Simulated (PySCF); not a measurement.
CuF, SMILES [F][Cu] (connectivity only; charge and spin as stated), charge -1, multiplicity 2.

Coordinates come from a PBE-D3(BJ)/def2-TZVPD optimisation. The multiplicity is an assumed one; other spin states were not compared.

The numbers are results of M06-2X/def2-TZVPD (PySCF), not measurements.

Isolated molecule, no solvent. A positive occupied level means that this level leaves the electron formally unbound; only the finite basis holds it.

```yaml
total_energy: -1740.37018 hartree
point_group: C∞v
"α spin, highest occupied and lowest empty level": 0.06 and 4.62 eV
"β spin, highest occupied and lowest empty level": -2.87 and 2.16 eV
dipole_moment_about_the_centre_of_nuclear_charge: 0.36 D
mean_static_polarisability: 98.8 bohr³ (14.64 Å³)
polarisability_principal_values: 70.7, 112.8, 112.8 bohr³
"⟨S²⟩": 0.755 (pure state 0.75)
```
